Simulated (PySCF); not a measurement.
## Radial density of Nb²⁹⁺ (niobium, charge +29)

UHF, [Ne] 3s2, closed-shell 1S. Calculation: PySCF 2.14, in an even-tempered Gaussian basis (18 s from 4.1 bohr⁻², ratio 2.5; 11 p from 5.4 bohr⁻², ratio 2.5; 5 d from 20 bohr⁻², ratio 2.7; 4 f from 30 bohr⁻², ratio 2.7); scalar relativity by spin-free X2C-1e.

| r (bohr) | 4πr²ρ (e/bohr) |
| --- | --- |
| 0.0283 | 50.76 |
| 0.0475 | 40.91 |
| 0.0800 | 49.79 |
| 0.135 | 53.90 |
| 0.226 | 16.94 |
| 0.381 | 7.425 |
| 0.640 | 0.8933 |
| 1.08 | 0.003511 |

Densities and radii are taken from the X2C orbitals without a picture-change correction, which distorts them close to the nucleus.
